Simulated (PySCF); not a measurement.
This script is equivalent to a calculation on Kr²⁺ (krypton, charge +2).

```python
from pyscf import gto, scf, dft, mp, cc
import basis_set_exchange as bse
mol = gto.M(atom="Kr 0 0 0", charge=2, spin=2, symmetry="D2h",
            basis=gto.basis.parse(bse.get_basis("aug-cc-pVDZ-DK", elements=["Kr"], fmt="nwchem", header=False)),
            nucmod="G")
mf = dft.UKS(mol, xc="B3LYP").sfx2c1e()
mf.irrep_nelec = {'Ag': (6, 6), 'B1g': (1, 1), 'B2g': (1, 1), 'B3g': (1, 1), 'B1u': (3, 2), 'B2u': (3, 3), 'B3u': (3, 2)}
mf.kernel()
```

Question: What total energy does it give?

Answer: -2788.523 hartree (calculated).

Question: Which occupied shell lies highest, and where?

Answer: 4p β, at -31.116 eV.

Question: What is ⟨S²⟩, and what would a pure spin state give?

Answer: 2.001, against 2.00.
